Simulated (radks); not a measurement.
Numerical settings for neutral scandium, [Ar] 3d1 4s2. Calculated with a radial shooting solver on a logarithmic mesh with Libxc functionals: scalar-relativistic Kohn-Sham, PBE, spin-unpolarised, spherical densities, point nucleus. The defaults (mesh step 0.008 in ln r, mesh end at 40 bohr or more with all orbitals vanishing there, Anderson mixing 0.5 over 9 steps, residual threshold near 1e-9 with the energy settled to 1e-9 hartree or 1e-11 of itself, here a cap of 93 iterations) give E = -764.0564 hartree and 3d at -3.233 eV in 14 iterations. Run on one thread of a shared host, so times are rough (Arm Neoverse V2): 0.08 s of CPU time, 0.08 s wall, 14 iterations on 2669 mesh points. Changes against that run (0 stands for a change within the tolerance of the run):

setting                     iterations         converged  E (mhartree)  e(3d) (meV)  CPU (s)
mesh step in ln r 0.05              14               yes      -0.00147            0     0.02
mesh step in ln r 0.08              16                no      diverged            -     0.03
mesh step in ln r 0.005             14               yes             0            0     0.12
mesh end (bohr) 5                   14  level above zero          +217    +3.77e+03     0.06
mesh end (bohr) 1                   13  level above zero     +1.44e+05    +3.17e+05     0.05
residual threshold 1e-05             9               yes             0      -0.0543     0.06
residual threshold 0.01              9               yes             0      -0.0543     0.06
mixing 0.2                          15               yes             0            0     0.08
linear mixing, mixing 1             93                no          +985    +3.25e+03     0.83
linear mixing, mixing 0.05          93                no       +0.0489        -20.9     0.43
mixing history 3                    16               yes             0            0     0.08
iteration cap 8                      8                no             0      -0.0543     0.05

Settled on a wrong energy, with an occupied level pushed above zero by the early mesh end: mesh end (bohr) 5 (+0.217 hartree); mesh end (bohr) 1 (+144 hartree). Apart from these: no run marked as converged misses the energy by more than 1 mhartree. A mesh that ends early acts as a hard wall.
